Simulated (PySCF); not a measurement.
AlBH3NO, BF2H3Si, C3H7B, BFH4OSi (calculated)

All values are calculated (PySCF 2.14.0). Calculation on a computer-drawn molecule: optimised geometry and harmonic frequencies of an isolated molecule of the commonest isotopes, restricted reference for singlets and unrestricted otherwise, frozen core in MP2.

Common to all runs: charge 0; multiplicity 1.

```yaml
- entry: 1
  formula: AlBH3NO
  start_structure:
    atoms_angstrom:
      - ["N", 2.4688, -1.7559, 0.4407]
      - [Al, 1.2395, -1.7035, -0.8109]
      - [B, 0.475, -3.5797, -1.4837]
      - [O, 0.0528, -4.6273, -1.8545]
      - [H, 2.9112, -0.951, 0.8447]
      - [H, 2.8396, -2.5875, 0.8621]
      - [H, 0.7325, -0.3397, -1.4011]
  given:
    method: MP2
    basis: "cc-pV(D+d)Z"
    drawn_bonds_atom: [1, 2, 3, 1, 1, 2]
    drawn_bonds_other_atom: [2, 3, 4, 5, 6, 7]
    drawn_bonds_order: [1, 1, 2, 1, 1, 1]
  results:
    optimised_atom_element: ["N", Al, B, O, H, H, H]
    "optimised_atom_x [angstrom]": [2.469, 1.229, 0.4778, 0.04629, 2.917, 2.843, 0.7373]
    "optimised_atom_y [angstrom]": [-1.754, -1.705, -3.57, -4.651, -0.9371, -2.599, -0.3278]
    "optimised_atom_z [angstrom]": [0.4401, -0.821, -1.481, -1.86, 0.8499, 0.8663, -1.397]
    "modes_frequency [cm^-1]": [122.4, 239.2, 326.6, 406.1, 442.4, 452.2, 546.0, 580.1, 741.4, 840.8, 1550, 1894, 2004, 3601, 3701]
    "modes_reduced_mass [dalton]": [4.339, 2.91, 5.136, 1.684, 1.208, 8.054, 1.097, 1.193, 1.296, 6.018, 1.114, 12.35, 1.044, 1.052, 1.093]
    "rotational_constants [GHz]": [19.48, 2.572, 2.272]
    "total_energy [hartree]": -398.2589
    "convergence_status_largest_gradient_component [hartree/bohr]": 2.525e-05
- entry: 2
  formula: BF2H3Si
  start_structure:
    atoms_angstrom:
      - [B, -1.475, 0.8823, -0.9393]
      - [Si, -0.8901, 0.4275, 0.9154]
      - [F, 0.2728, 1.4155, 1.4993]
      - [F, -2.0597, 0.7341, 1.9872]
      - [H, -2.4603, 0.7939, -1.3042]
      - [H, -0.6963, 1.3453, -1.7133]
      - [H, -0.3671, -0.8436, 1.2255]
  given:
    method: HF
    basis: "cc-pV(D+d)Z"
    drawn_bonds_atom: [1, 2, 2, 1, 1, 2]
    drawn_bonds_other_atom: [2, 3, 4, 5, 6, 7]
    drawn_bonds_order: [1, 1, 1, 1, 1, 1]
  results:
    optimised_atom_element: [B, Si, F, F, H, H, H]
    "optimised_atom_x [angstrom]": [-1.427, -0.8751, 0.2993, -2.094, -2.55, -0.6259, -0.4032]
    "optimised_atom_y [angstrom]": [0.9233, 0.4847, 1.463, 0.7135, 0.7365, 1.33, -0.8963]
    "optimised_atom_z [angstrom]": [-0.924, 0.9739, 1.475, 1.999, -1.293, -1.715, 1.154]
    "modes_frequency [cm^-1]": [25.56, 209.9, 266.3, 335.5, 629.4, 674.7, 857.7, 878.9, 899.2, 970.0, 997.9, 1267, 2364, 2700, 2784]
    "modes_reduced_mass [dalton]": [1.097, 2.837, 4.492, 13.47, 3.374, 1.305, 2.022, 1.481, 2.836, 3.563, 1.361, 1.165, 1.041, 1.054, 1.126]
    "rotational_constants [GHz]": [6.816, 5.813, 3.566]
    "total_energy [hartree]": -514.3416
    "convergence_status_largest_gradient_component [hartree/bohr]": 2.53e-05
- entry: 3
  formula: C3H7B
  start_structure:
    atoms_angstrom:
      - [B, 0.9883, -0.4951, -2.4188]
      - [C, 0.2676, -0.9197, -1.3111]
      - [C, -0.3613, -0.0342, -0.2073]
      - [C, 0.1686, -0.3125, 1.1651]
      - [H, 1.6618, -0.2333, -3.2993]
      - [H, 0.0906, -1.9118, -1.1169]
      - [H, -0.2722, 1.0367, -0.4157]
      - [H, -1.4956, -0.1478, -0.2567]
      - [H, 1.2386, -0.1356, 1.1736]
      - [H, -0.291, 0.3308, 1.852]
      - [H, -0.0927, -1.3649, 1.4248]
  given:
    method: HF
    basis: cc-pVDZ
    drawn_bonds_atom: [1, 2, 3, 1, 2, 3, 3, 4, 4, 4]
    drawn_bonds_other_atom: [2, 3, 4, 5, 6, 7, 8, 9, 10, 11]
    drawn_bonds_order: [2, 1, 1, 1, 1, 1, 1, 1, 1, 1]
  results:
    optimised_atom_element: [B, C, C, C, H, H, H, H, H, H, H]
    "optimised_atom_x [angstrom]": [0.9947, 0.2509, -0.3767, 0.1437, 1.628, 0.1029, -0.2052, -1.462, 1.22, -0.3526, -0.03963]
    "optimised_atom_y [angstrom]": [-0.5156, -0.8826, -0.009357, -0.3112, -0.2356, -1.958, 1.045, -0.15, -0.135, 0.3191, -1.355]
    "optimised_atom_z [angstrom]": [-2.406, -1.298, -0.2321, 1.174, -3.357, -1.18, -0.4622, -0.2474, 1.238, 1.917, 1.444]
    "modes_frequency [cm^-1]": [127.6, 217.5, 295.4, 385.7, 696.6, 739.2, 801.3, 851.0, 948.0, 1085, 1119, 1170, 1271, 1389, 1454, 1518, 1587, 1589, 1601, 1670, 2933, 3163, 3173, 3203, 3239, 3250, 3254]
    "modes_reduced_mass [dalton]": [2.313, 1.621, 1.276, 2.058, 1.23, 1.554, 1.417, 1.365, 1.736, 1.688, 1.79, 1.681, 1.489, 1.175, 1.378, 1.277, 1.052, 1.041, 1.089, 4.317, 1.135, 1.053, 1.047, 1.1, 1.102, 1.094, 1.094]
    "rotational_constants [GHz]": [24.68, 4.22, 4.105]
    "total_energy [hartree]": -142.3012
    "convergence_status_largest_gradient_component [hartree/bohr]": 3.176e-05
- entry: 4
  formula: BFH4OSi
  start_structure:
    atoms_angstrom:
      - [O, -0.3732, -0.7225, 0.9416]
      - [B, 0.5119, -0.2943, -0.0377]
      - [F, 1.5407, 0.3121, 0.4883]
      - [Si, 0.2752, -0.4707, -1.9872]
      - [H, -1.1683, -1.1933, 0.7342]
      - [H, -1.09, -1.1881, -2.3421]
      - [H, 1.3403, -1.2753, -2.6764]
      - [H, 0.2447, 0.7988, -2.7293]
  given:
    method: HF
    basis: "cc-pV(D+d)Z"
    drawn_bonds_atom: [1, 2, 2, 1, 4, 4, 4]
    drawn_bonds_other_atom: [2, 3, 4, 5, 6, 7, 8]
    drawn_bonds_order: [1, 1, 1, 1, 1, 1, 1]
  results:
    optimised_atom_element: [O, B, F, Si, H, H, H, H]
    "optimised_atom_x [angstrom]": [-0.3636, 0.4789, 1.579, 0.2285, -1.137, -1.055, 1.336, 0.2141]
    "optimised_atom_y [angstrom]": [-0.7317, -0.2996, 0.3154, -0.4999, -1.164, -1.187, -1.299, 0.8322]
    "optimised_atom_z [angstrom]": [0.9511, 0.0004185, 0.4407, -2.025, 0.6229, -2.324, -2.601, -2.675]
    "modes_frequency [cm^-1]": [68.77, 205.7, 381.9, 390.2, 610.0, 631.7, 634.5, 711.1, 990.6, 1021, 1025, 1056, 1334, 1443, 2286, 2307, 2312, 4184]
    "modes_reduced_mass [dalton]": [1.117, 3.55, 7.425, 1.829, 1.106, 1.454, 5.097, 2.213, 1.132, 1.037, 1.035, 1.386, 4.317, 9.729, 1.044, 1.05, 1.026, 1.067]
    "rotational_constants [GHz]": [9.286, 3.675, 2.716]
    "total_energy [hartree]": -490.3637
    "convergence_status_largest_gradient_component [hartree/bohr]": 2.488e-05
```
